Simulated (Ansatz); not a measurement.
Saddle point of CH₃BrI (charge -1), singlet ([CH₃I ([CH3][I]) + Br]⁻ → [CH₃Br ([CH3][Br]) + I]⁻; bonds formed: C2–Br3; bonds broken: I1–C2), PBE0-D4/def2-TZVPD structure:

```xyz
6
angstrom
I 0.5499 -1.9467 1.6350
C 0.0002 -0.0006 0.0006
Br -0.5309 1.8795 -1.5785
H -0.8947 0.2419 0.5408
H 0.9199 0.4991 0.2367
H -0.0445 -0.6731 -0.8345
```

Energies are electronic, without zero-point energy. Barriers and step energies count from the start structure reached by relaxing down the imaginary mode; all methods use the PBE0-D4 structures, on which another method's saddle can fall below an end. Ansatz 0.2.0; basis: def2-TZVPPD, with def2-QZVPPD for the basis limit; cores frozen in the correlated methods. Filled d shells of the heavier atoms are correlated. Core potentials replace the inner electrons of the atoms past krypton. The def2 sets are not built for correlating such inner shells, so the correlated values are less sure here. B3LYP uses VWN-RPA correlation. Extrapolation: Hartree–Fock as exp(−7.88 √X), correlation as X^−2.97.

| method | barrier (kcal/mol) | step energy (kcal/mol) |
| --- | --- | --- |
| SPW92 | 2.04 | -4.05 |
| PBE-D4 | 2.39 | -3.61 |
| BLYP-D4 | 1.50 | -2.82 |
| r2SCAN-D4 | 3.27 | -4.21 |
| B97M-V | 6.96 | -3.59 |
| PBE0-D4 | 5.28 | -5.00 |
| B3LYP-D4 | 4.00 | -4.07 |
| r2SCAN0-D4 | 5.61 | -5.29 |
| BHLYP-D4 | ? | -5.37 |
| CAM-B3LYP-D4 | 7.55 | -5.00 |
| wB97X-V | 9.72 | -5.53 |
| wB97M-V | ? | -5.23 |
| B2PLYP | ? | -4.61 |
| PBE-QIDH | 7.90 | -5.61 |
| RPA on PBE | 5.90 | -4.48 |
| HF | 10.06 | -7.53 |
| MP2 | 9.58 | -4.94 |
| CCSD | 9.91 | -5.30 |
| CCSD(T) | 8.34 | -4.72 |

(1) Fill in the withheld barriers. (An estimate is asked for; the value comes from the calculation.)

The T1 diagnostic stays at or below 0.014.

## Answers

(1) Computed: BHLYP-D4 7.02; wB97M-V 8.56; B2PLYP 5.81 kcal/mol. Each is the energy of the saddle less that of the start structure, by the same method.

For comparison, the barrier by CCSD(T) at an estimated basis limit (MP2 extrapolated from triple and quadruple zeta, plus CCSD(T) − MP2 in triple zeta) is 8.17 kcal/mol.

Labels in which every atom is bracketed show which atoms are joined, not bond orders.

For scale, one of the runs: CCSD(T)/def2-TZVPPD, 204 basis functions, launched by `ansatz run in.yaml --threads 4 --pin off --events-out ev --progress --plain --max-ram 9574MiB`. The run took 24 s on 4 CPU threads of a Oxide Virtual Turin-like (shared host), with 2.1 GiB of host memory at its peak.
